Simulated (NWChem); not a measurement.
# YN3H6; SMILES [Y]([NH2])([NH2])[NH2]

```xyz
10

Y      0.0000     0.0000     0.0000
N      2.1285    -0.3143     0.0000
H      2.6229    -1.2071     0.0000
H      2.8599     0.3973     0.0000
N     -1.3365    -1.6861     0.0000
H     -1.0859    -2.6754     0.0000
H     -2.3568    -1.6679     0.0000
N     -0.7920     2.0005     0.0000
H     -1.7740     2.2781     0.0000
H     -0.2661     2.8750     0.0000
```
Atoms are numbered in this order, from 1.

Program: NWChem. All runs use the structure optimised with PBE0/def2-SVP. Not confirmed as a minimum by frequencies. def2 effective core potentials on Y; no spin-orbit coupling. Total energies compare along this basis series because the functional is fixed.

| level | basis functions | energy (Ha) | highest occupied level (eV) | orbital gap (eV) |
|---|---|---|---|---|
| Hartree-Fock/def2-SVP | 103 | -204.6957 | -9.42 | 10.47 |
| Hartree-Fock/def2-SVPD | 142 | -204.7159 | -9.62 | 10.54 |
| Hartree-Fock/def2-TZVP | 169 | -204.9040 | -9.55 | 10.53 |
| Hartree-Fock/def2-TZVPP | 233 | -204.9120 | -9.56 | 10.52 |
